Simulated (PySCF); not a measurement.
A series of substituents X on one scaffold: SiH2Cl-X. All species are isolated molecules in the gas phase. One relaxed conformer stands for each flexible species; it need not be the lowest. Strings in code marks are SMILES.

The four lowest singlet excitations (Tamm–Dancoff). These are PBE0-D4/def2-TZVP (PySCF) values and carry that method's errors. Excitations are Tamm–Dancoff values on a coarser integration grid. The basis has no diffuse functions, so Rydberg states are missing or too high.

| state | energy (eV) | wavelength (nm) | oscillator strength |
|---|---|---|---|
| S1 | 4.90 | 253 | 0.005 |
| S2 | 6.19 | 200 | 0.009 |
| S3 | 7.00 | 177 | 0.002 |
| S4 | 7.21 | 172 | 0.165 |

Which member gives these states?
(A) `Cl[SiH2][SeH]` (Cl–Si–Se–H torsion 72°)
(B) `Cl[SiH2]Br`
(C) `NC(=O)[SiH2]Cl` (O–C–Si–Cl torsion 180°)
(D) `Cl[SiH2]C1CC1` (Cl–Si–C–C torsion 83°)

C, `NC(=O)[SiH2]Cl` (O–C–Si–Cl torsion 180°)
